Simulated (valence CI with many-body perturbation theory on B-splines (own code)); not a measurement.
**E1 transitions of Cs XLII**

Computed by valence CI with perturbative core correlation (CI+MBPT): four valence electrons over a frozen Dirac-Fock core [Ne], radial functions for each j: 11 s, 11 p, 10 d, 8 f, 5 g, 2 h, with the one-electron correlation potential Σ1, the two-electron term Σ2, the three-electron term Σ3, Breit, model QED; selected CI, second order for the rest, scaled by the run's own slope (own B-spline code, finite nucleus).

No measured spectrum was set against this ion. As an estimate, large intervals hold to a few tenths of a per cent, small ones and those within an open d or f shell to about a per cent. Among the levels kept, up to 650 cm⁻¹ of a level comes from second order outside the variational space, and about a tenth of that is noise between levels of different J, which matters for small intervals.

Lines 201 to 250 of 543 in falling wavelength, among levels below 697.29 eV, chosen from the strongest by gf and those to the six lowest levels. Wavelengths and rates use the calculated energies. Electric multipoles are in the length gauge, E1 and E2 with the static RPA response of the core. Weak lines are less certain than strong ones. Lines between different terms over intervals too small for the method are left out, as are lines whose strength nearly cancels. Where a level lies close to another of its J and parity, the split of strength between their lines is uncertain. The highest levels of a list are the least certain.

Levels are named by their leading jj configuration (3d3/2^4 stands for four electrons in 3d with j = 3/2), which in mixed levels can hold well under half, so a name can repeat and another be missing. Letters in brackets count levels of one name in rising energy.

```csv
λ vac (nm),Upper,Lower,A (s⁻¹),S (a.u.)
6.326,(3s 3p3/2^2 3d3/2) J=1 [b],(3s^2 3p3/2 3d3/2) J=1,9.16e+10,3.43e-02
6.321,(3s 3p1/2 3p3/2 3d3/2) J=2 [a],(3s 3p1/2^2 3p3/2) J=1,7.52e+10,4.69e-02
6.316,(3s 3p1/2 3d3/2 3d5/2) J=3 [b],(3s 3p1/2 3p3/2 3d3/2) J=3 [a],5.09e+10,4.43e-02
6.315,(3s 3p1/2 3d3/2 3d5/2) J=2 [b],(3s 3p1/2 3p3/2 3d3/2) J=2 [b],3.56e+10,2.21e-02
6.309,(3s 3p1/2 3d3/2 3d5/2) J=4 [b],(3s 3p1/2 3p3/2 3d3/2) J=3 [a],1.89e+10,2.10e-02
6.306,(3s 3p1/2 3d5/2^2) J=1 [b],(3s 3p1/2 3p3/2 3d5/2) J=2 [b],1.43e+11,5.30e-02
6.300,(3p1/2 3p3/2^2 3d3/2) J=2 [c],(3s 3p1/2 3p3/2 3d3/2) J=1 [d],1.18e+11,7.29e-02
6.299,(3p1/2 3p3/2^2 3d5/2) J=4 [b],(3s 3p1/2 3p3/2 3d5/2) J=4 [c],8.56e+10,9.50e-02
6.296,(3s 3p1/2 3d5/2^2) J=4 [a],(3s 3p1/2 3p3/2 3d3/2) J=4,3.31e+10,3.66e-02
6.295,(3s 3p1/2 3d3/2 3d5/2) J=2 [b],(3s 3p1/2 3p3/2 3d3/2) J=3 [a],6.01e+10,3.70e-02
6.289,(3p1/2 3p3/2^2 3d5/2) J=4 [a],(3s 3p1/2 3p3/2 3d5/2) J=3 [b],6.34e+10,7.00e-02
6.285,(3s 3p1/2 3d5/2^2) J=1 [c],(3s 3p1/2 3p3/2 3d5/2) J=1 [c],4.94e+10,1.82e-02
6.280,(3p1/2 3p3/2^2 3d5/2) J=3 [c],(3s 3p1/2 3p3/2 3d5/2) J=2 [c],2.94e+10,2.52e-02
6.276,(3s^2 3p3/2 3d5/2) J=1,(3s^2 3p3/2^2) J=2,8.95e+10,3.28e-02
6.271,(3s 3p3/2^2 3d5/2) J=4 [c],(3s^2 3p3/2 3d5/2) J=3,2.13e+11,2.33e-01
6.264,(3p1/2 3p3/2^2 3d5/2) J=4 [a],(3s 3p1/2 3p3/2 3d5/2) J=4 [b],3.26e+10,3.56e-02
6.258,(3s 3p3/2^2 3d5/2) J=1 [b],(3s 3p3/2^3) J=2,9.78e+10,3.55e-02
6.249,(3p1/2 3p3/2^2 3d3/2) J=1 [a],(3s 3p1/2 3p3/2 3d5/2) J=1 [a],6.42e+10,2.32e-02
6.246,(3s 3p1/2 3p3/2 3d5/2) J=2 [b],(3s^2 3p1/2 3d5/2) J=3,8.16e+10,4.90e-02
6.232,(3s 3p1/2 3d3/2 3d5/2) J=4 [c],(3s 3p1/2 3p3/2 3d5/2) J=4 [a],3.15e+10,3.39e-02
6.230,(3p1/2 3p3/2^2 3d3/2) J=1 [b],(3s 3p1/2 3p3/2 3d3/2) J=1 [d],1.15e+11,4.12e-02
6.226,(3s 3p3/2^2 3d3/2) J=4,(3s^2 3p3/2 3d3/2) J=3,3.14e+11,3.37e-01
6.223,(3p1/2 3p3/2^2 3d3/2) J=4,(3s 3p1/2 3p3/2 3d3/2) J=3 [c],1.67e+11,1.79e-01
6.219,(3p1/2 3p3/2^2 3d3/2) J=2 [a],(3s 3p1/2 3p3/2 3d3/2) J=2 [c],6.93e+10,4.11e-02
6.213,(3s 3p1/2 3p3/2 3d5/2) J=4 [b],(3s^2 3p1/2 3d5/2) J=3,3.36e+10,3.58e-02
6.205,(3s 3p1/2 3p3/2 3d5/2) J=3 [d],(3s 3p1/2 3p3/2^2) J=3,9.84e+10,8.13e-02
6.200,(3s 3p3/2^2 3d5/2) J=2 [a],(3s^2 3p3/2 3d5/2) J=1,1.66e+11,9.77e-02
6.199,(3p1/2 3p3/2^2 3d3/2) J=0,(3s 3p1/2 3p3/2 3d3/2) J=1 [c],3.58e+11,4.21e-02
6.193,(3p1/2 3p3/2^2 3d5/2) J=3 [b],(3s 3p1/2 3p3/2 3d5/2) J=3 [c],4.78e+10,3.92e-02
6.188,(3s 3p1/2 3p3/2 3d5/2) J=3 [b],(3s^2 3p1/2 3d5/2) J=3,4.91e+10,4.02e-02
6.187,(3p1/2 3p3/2^2 3d5/2) J=0,(3s 3p1/2 3p3/2 3d5/2) J=1 [b],3.19e+11,3.72e-02
6.181,(3s 3p1/2 3d5/2^2) J=2 [a],(3s 3p1/2 3p3/2 3d3/2) J=2 [c],9.14e+10,5.32e-02
6.169,(3s 3p1/2 3p3/2 3d3/2) J=2 [c],(3s^2 3p1/2 3d3/2) J=2,9.78e+10,5.67e-02
6.168,(3p1/2 3p3/2^2 3d5/2) J=3 [b],(3s 3p1/2 3p3/2 3d3/2) J=2 [e],7.37e+10,5.98e-02
6.168,(3p1/2 3p3/2^2 3d3/2) J=3 [b],(3s 3p1/2 3p3/2 3d5/2) J=3 [b],7.75e+10,6.28e-02
6.161,(3s 3p1/2 3d5/2^2) J=0,(3s 3p1/2 3p3/2 3d5/2) J=1 [a],1.40e+11,1.62e-02
6.154,(3p1/2^2 3p3/2 3d5/2) J=2,(3s 3p1/2^2 3d5/2) J=2,7.95e+10,4.57e-02
6.145,(3p1/2 3p3/2^2 3d5/2) J=3 [d],(3s 3p1/2 3p3/2 3d5/2) J=3 [d],1.28e+11,1.03e-01
6.143,(3p1/2 3p3/2^2 3d5/2) J=2 [c],(3s 3p1/2 3p3/2 3d5/2) J=2 [d],1.02e+11,5.82e-02
6.137,(3s^2 3d5/2^2) J=0,(3s^2 3p3/2 3d5/2) J=1,4.80e+11,5.48e-02
6.135,(3p1/2 3p3/2^2 3d5/2) J=1,(3s 3p1/2 3p3/2 3d5/2) J=2 [d],1.83e+11,6.25e-02
6.122,(3p1/2 3p3/2^2 3d3/2) J=2 [b],(3s 3p1/2 3p3/2 3d3/2) J=1 [c],6.86e+10,3.88e-02
6.122,(3s 3p1/2 3p3/2 3d5/2) J=1 [c],(3s^2 3p1/2 3d5/2) J=2,7.13e+10,2.42e-02
6.112,(3s^2 3d3/2^2) J=2 [a],(3s 3p1/2 3p3/2^2) J=2 [b],1.39e+11,7.83e-02
6.102,(3s 3p3/2^2 3d3/2) J=1 [c],(3s^2 3p3/2 3d5/2) J=2,7.79e+10,2.62e-02
6.102,(3s 3p1/2 3p3/2 3d3/2) J=1 [d],(3s^2 3p1/2 3d3/2) J=1,7.85e+10,2.64e-02
6.100,(3p1/2 3p3/2^3) J=1,(3s 3p1/2 3p3/2^2) J=1 [b],2.78e+11,9.33e-02
6.090,(3s 3p3/2^2 3d3/2) J=1 [c],(3s^2 3p3/2 3d3/2) J=0,5.09e+10,1.70e-02
6.086,(3s 3p3/2^2 3d5/2) J=2 [a],(3s^2 3p3/2 3d5/2) J=3,3.58e+10,1.99e-02
6.083,(3s 3p1/2 3p3/2 3d5/2) J=3 [d],(3s^2 3p1/2 3d5/2) J=2,1.98e+10,1.54e-02
```
